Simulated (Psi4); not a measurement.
Cl4Hf, triplet, at a GFN2-xTB geometry (such geometries of metal compounds can be far from the true shape) (the multiplicity is a formal guess) (core potentials on Hf); BHHLYP/def2-SVP (Psi4).

Input for Psi4:
```
memory 2 GB

molecule {
0 3
  Hf    0.00000000   -0.00000000   -0.00000000
  Cl    2.04865978    0.84387061   -0.62490946
  Cl    0.97434455   -0.75371756    1.94478761
  Cl   -0.97434455    0.75371756   -1.94478761
  Cl   -2.04865978   -0.84387061    0.62490946
}

set basis def2-svp
set reference uks

energy('bhhlyp')
print_variables()
```

It wrote (shortened):

```
   => Loading Basis Set <=

    Name: DEF2-SVP
    Role: ORBITAL
    Keyword: BASIS

    !!!  WARNING: ECP capability is in beta. Please check occupations closely.  !!!

         ---------------------------------------------------------
                                   SCF
               by Justin Turney, Rob Parrish, Andy Simmonett
                          and Daniel G. A. Smith
                              UKS Reference
         ---------------------------------------------------------

  ==> Geometry <==

    Molecular point group: c2h
    Full point group: C2h

    Geometry (in Angstrom), charge = 0, multiplicity = 3:

       Center              X                  Y                   Z               Mass
    ------------   -----------------  -----------------  -----------------  -----------------
         HF           0.000000000000     0.000000000000     0.000000000000   179.946557000000
         CL           0.942000422287    -2.100540772806     0.000000000000    34.968852682000
         CL          -2.074029158148    -0.999019199780     0.000000000000    34.968852682000
         CL           2.074029158148     0.999019199780     0.000000000000    34.968852682000
         CL          -0.942000422287     2.100540772806     0.000000000000    34.968852682000

  Running in c2h symmetry.

  Rotational constants: A =      0.04676  B =      0.04427  C =      0.02274 [cm^-1]
  Rotational constants: A =   1401.80060  B =   1327.26410  C =    681.75724 [MHz]
  Nuclear repulsion =  441.953955881825095

  Charge       = 0
  Multiplicity = 3
  Electrons    = 80
  Nalpha       = 41
  Nbeta        = 39

  ==> Algorithm <==

  SCF Algorithm Type is DF.
  DIIS enabled.
  MOM disabled.
  Fractional occupation disabled.
  Guess Type is SAD.
  Energy threshold   = 1.00e-06
  Density threshold  = 1.00e-06
  Integral threshold = 1.00e-12

  ==> Primary Basis <==

  Basis Set: DEF2-SVP
    Blend: DEF2-SVP
    Number of shells: 44
    Number of basis functions: 104
    Number of Cartesian functions: 113
    Spherical Harmonics?: true
    Max angular momentum: 3

  Core potential: DEF2-SVP
    Number of shells: 4
    Number of ECP primitives: 10
    Number of ECP core electrons: 60
    Max angular momentum: 3

  ==> DFT Potential <==

   => LibXC <=

    Version 7.1.2
    S. Lehtola, C. Steigemann, M. J. T. Oliveira, and M. A. L. Marques,  SoftwareX 7, 1–5 (2018) (10.1016/j.softx.2017.11.002)

   => Composite Functional: BHANDHLYP <=

    BHandHLYP Hyb-GGA Exchange-Correlation Functional

    A. D. Becke,  J. Chem. Phys. 98, 1372 (1993) (10.1063/1.464304)
    Defined through Gaussian implementation.

    Deriv               =              1
    GGA                 =           TRUE
    Meta                =          FALSE

    Exchange Hybrid     =           TRUE
    MP2 Hybrid          =          FALSE

   => Exchange Functionals <=

    0.5000         Becke 88

   => Exact (HF) Exchange <=

    0.5000               HF

   => Correlation Functionals <=

    1.0000   Lee, Yang & Parr

   => LibXC Density Thresholds  <==

    XC_HYB_GGA_XC_BHANDHLYP:  1.00E-15

   => Molecular Quadrature <=

    Radial Scheme          =       TREUTLER
    Pruning Scheme         =           NONE
    Nuclear Scheme         =       TREUTLER

    Blocking Scheme        =         OCTREE
    BS radius alpha        =              1
    Pruning alpha          =              1
    Radial Points          =             75
    Spherical Points       =            302
    Total Points           =         108401
    Total Blocks           =            948
    Max Points             =            256
    Max Functions          =             92
    Weights Tolerance      =       1.00E-15

   => Loading Basis Set <=

    Name: (DEF2-SVP AUX)
    Role: JKFIT
    Keyword: DF_BASIS_SCF

  ==> Integral Setup <==

  SCF_SUBTYPE=INCORE selected. In-core MEM_DF algorithm will be used.
  Using in-core AOs.

  ==> MemDFJK: Density-Fitted J/K Matrices <==

[...]

   -------------------------
    Irrep   Nso     Nmo
   -------------------------
     Ag        38      38
     Bg        14      14
     Au        16      16
     Bu        36      36
   -------------------------
    Total     104     104
   -------------------------

  ==> Iterations <==

                           Total Energy        Delta E     RMS |[F,P]|

   @DF-UKS iter SAD: -1888.02685042093981   -1.88803e+03   0.00000e+00
   @DF-UKS iter   1: -1888.21564247088077   -1.88792e-01   5.04431e-03 DIIS/ADIIS
   @DF-UKS iter   2: -1888.24643520092172   -3.07927e-02   3.25730e-03 DIIS/ADIIS
   @DF-UKS iter   3: -1888.26220648575850   -1.57713e-02   8.13523e-04 DIIS/ADIIS
   @DF-UKS iter   4: -1888.26366387081111   -1.45739e-03   2.62613e-04 DIIS/ADIIS
   @DF-UKS iter   5: -1888.26388083017832   -2.16959e-04   3.71123e-05 DIIS
   @DF-UKS iter   6: -1888.26388905375552   -8.22358e-06   2.00625e-05 DIIS
   @DF-UKS iter   7: -1888.26389141961067   -2.36586e-06   7.32118e-06 DIIS
   @DF-UKS iter   8: -1888.26389210188381   -6.82273e-07   3.60775e-06 DIIS
   @DF-UKS iter   9: -1888.26389247386510   -3.71981e-07   1.30839e-06 DIIS
   @DF-UKS iter  10: -1888.26389251485966   -4.09946e-08   4.27838e-07 DIIS
  Energy and wave function converged.

  ==> Post-Iterations <==

   Electrons on quadrature grid:
      Nalpha   =   41.0000374214 ; deviation = 3.742e-05
      Nbeta    =   39.0000309467 ; deviation = 3.095e-05
      Ntotal   =   80.0000683681 ; deviation = 6.837e-05

   @Spin Contamination Metric:   9.612088188E-03
   @S^2 Expected:                2.000000000E+00
   @S^2 Observed:                2.009612088E+00
   @S   Expected:                1.000000000E+00
   @S   Observed:                1.000000000E+00

    Orbital Energies [Eh]
    ---------------------

    Alpha Occupied:

[...]
    Alpha Virtual:

[...]
    Beta Occupied:

[...]
    Beta Virtual:

[...]
    Final Occupation by Irrep:
             Ag    Bg    Au    Bu
    DOCC [    14,    4,    5,   16 ]
    SOCC [     2,    0,    0,    0 ]
    NA   [    16,    4,    5,   16 ]
    NB   [    14,    4,    5,   16 ]

  @DF-UKS Final Energy: -1888.26389251485966

   => Energetics <=

    Nuclear Repulsion Energy =            441.9539558818250953
    One-Electron Energy =               -3501.6415419161457976
    Two-Electron Energy =                1232.5368052723154051
    DFT Exchange-Correlation Energy =     -61.1131117528543299
    Empirical Dispersion Energy =           0.0000000000000000
    VV10 Nonlocal Energy =                  0.0000000000000000
    Total Energy =                      -1888.2638925148596627

  UHF NO Occupations:
  HONO-2 :   14 Ag 1.9978165
  HONO-1 :   15 Ag 1.0000000
  HONO-0 :   16 Ag 1.0000000
  LUNO+0 :   17 Ag 0.0021835
  LUNO+1 :   17 Bu 0.0009387
  LUNO+2 :   18 Bu 0.0008488
  LUNO+3 :    6 Au 0.0002970

Computation Completed

Properties will be evaluated at   0.000000,   0.000000,   0.000000 [a0]

Properties computed using the SCF density matrix

 Multipole Moments:

 ------------------------------------------------------------------------------------
     Multipole            Electronic (a.u.)      Nuclear  (a.u.)        Total (a.u.)
 ------------------------------------------------------------------------------------

 L = 1.  Multiply by 2.5417464519 to convert [e a0] to [Debye]
 Dipole X            :          0.0000000            0.0000000            0.0000000
 Dipole Y            :          0.0000000            0.0000000            0.0000000
 Dipole Z            :          0.0000000            0.0000000            0.0000000
 Magnitude           :                                                    0.0000000

 ------------------------------------------------------------------------------------

  Variable Map:
  ----------------------------------------------------------------------------
[...]
  Array Variable Map:
  ----------------------------------------------------------------------------
[...]
[...]
```
